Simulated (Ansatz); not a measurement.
Born–Oppenheimer molecular dynamics of C4H13ClN2OSi (22 atoms, charge 0, multiplicity 1). It starts from a relaxed structure.

All numbers below come from Ansatz 0.2.0, RKS PBE0-D4/STO-3G.

```json
{"ensemble": "NVT, Langevin thermostat", "time step": "0.5 fs", "steps asked": "148", "set temperature": "500 K", "friction": "0.05 /fs", "seed": "694992"}
```

First frame:

```xyz
22
Properties=species:S:1:pos:R:3
Si 0.167 0.180 0.162
Cl 0.924 0.763 2.065
N 1.421 -0.123 -0.997
C 2.182 -1.389 -0.856
H 1.489 -2.194 -0.565
H 2.644 -1.655 -1.822
H 2.989 -1.329 -0.100
C 2.289 1.009 -1.397
H 2.798 0.768 -2.345
H 1.674 1.909 -1.555
H 3.068 1.251 -0.647
N -0.933 1.447 -0.281
C -1.596 1.317 -1.597
H -1.784 0.254 -1.816
H -2.567 1.843 -1.584
H -1.000 1.736 -2.432
C -0.722 2.853 0.117
H -0.103 3.421 -0.605
H -1.694 3.370 0.201
H -0.225 2.881 1.099
O -0.617 -1.305 0.283
H -1.412 -1.139 0.889
```

How far do the bonds stretch over the last three quarters of this one trajectory? (Pairs bonded in most of those frames.)


```json
{"bond": "Si1–Cl2", "mean (Å)": "2.109", "spread (Å)": "0.037", "shortest": "2.06", "longest": "2.16"}
{"bond": "Si1–N3", "mean (Å)": "1.737", "spread (Å)": "0.057", "shortest": "1.66", "longest": "1.84"}
{"bond": "Si1–N12", "mean (Å)": "1.734", "spread (Å)": "0.035", "shortest": "1.66", "longest": "1.79"}
{"bond": "Si1–O21", "mean (Å)": "1.678", "spread (Å)": "0.014", "shortest": "1.66", "longest": "1.71"}
{"bond": "N3–C4", "mean (Å)": "1.482", "spread (Å)": "0.025", "shortest": "1.45", "longest": "1.55"}
{"bond": "N3–C8", "mean (Å)": "1.481", "spread (Å)": "0.045", "shortest": "1.39", "longest": "1.56"}
{"bond": "C4–H5", "mean (Å)": "1.106", "spread (Å)": "0.020", "shortest": "1.06", "longest": "1.15"}
{"bond": "C4–H6", "mean (Å)": "1.110", "spread (Å)": "0.038", "shortest": "1.04", "longest": "1.18"}
{"bond": "C4–H7", "mean (Å)": "1.123", "spread (Å)": "0.045", "shortest": "1.00", "longest": "1.23"}
{"bond": "C8–H9", "mean (Å)": "1.104", "spread (Å)": "0.021", "shortest": "1.05", "longest": "1.15"}
{"bond": "C8–H10", "mean (Å)": "1.101", "spread (Å)": "0.027", "shortest": "1.05", "longest": "1.15"}
{"bond": "C8–H11", "mean (Å)": "1.113", "spread (Å)": "0.026", "shortest": "1.07", "longest": "1.17"}
{"bond": "N12–C13", "mean (Å)": "1.480", "spread (Å)": "0.011", "shortest": "1.47", "longest": "1.50"}
{"bond": "N12–C17", "mean (Å)": "1.471", "spread (Å)": "0.027", "shortest": "1.43", "longest": "1.52"}
{"bond": "C13–H14", "mean (Å)": "1.107", "spread (Å)": "0.032", "shortest": "1.04", "longest": "1.18"}
{"bond": "C13–H15", "mean (Å)": "1.107", "spread (Å)": "0.018", "shortest": "1.07", "longest": "1.15"}
{"bond": "C13–H16", "mean (Å)": "1.112", "spread (Å)": "0.042", "shortest": "1.04", "longest": "1.18"}
{"bond": "C17–H18", "mean (Å)": "1.114", "spread (Å)": "0.034", "shortest": "1.04", "longest": "1.18"}
{"bond": "C17–H19", "mean (Å)": "1.104", "spread (Å)": "0.026", "shortest": "1.06", "longest": "1.18"}
{"bond": "C17–H20", "mean (Å)": "1.102", "spread (Å)": "0.027", "shortest": "1.06", "longest": "1.16"}
{"bond": "O21–H22", "mean (Å)": "1.018", "spread (Å)": "0.029", "shortest": "0.94", "longest": "1.07"}
```

Mean temperature of the second half: 432 K. The mean temperature of the second half is 14 % below the set value. A run of 0.074 ps of so small a system gives no equilibrium averages. Limits of this set-up: minimal basis.

Time of the run: 37 min on 1 thread of Arm Neoverse N1 (shared host), peak memory 0.2 GiB.
